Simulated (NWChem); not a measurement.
System: C2H5ClGe; SMILES [Cl][GeH2][CH]=C

NWChem input:

```
start job
memory heap 200 mb stack 900 mb global 1100 mb
geometry units angstroms noautoz
  Ge    -0.737600    -0.055551     0.000000
  Cl     0.915041    -1.464746     0.000000
  C      0.022256     1.722246     0.000000
  C      1.335637     1.959392     0.000000
  H     -1.567656    -0.339159     1.262247
  H     -1.567656    -0.339159    -1.262247
  H     -0.681827     2.564520     0.000000
  H      1.736088     2.979189     0.000000
  H      2.063725     1.140726     0.000000
end
basis spherical
  Ge library pcseg-1
  Cl library pcseg-1
  C library pcseg-1
  H library pcseg-1
end
dft
  xc pbe0
  iterations 150
  mulliken
end
task dft energy
```

Coordinates come from a PBE0/def2-SVP optimisation.

Task: Give the results of this calculation. (PBE0/pcseg-1.) Quantities: basis functions; energy (Ha); highest occupied level (eV); orbital gap (eV); dipole (D).

Result: 
```yaml
number_of_basis_functions: 98
energy (Ha): -2615.65
highest occupied level (eV): -8.25
orbital gap (eV): 7.64
dipole (D): 2.42
```
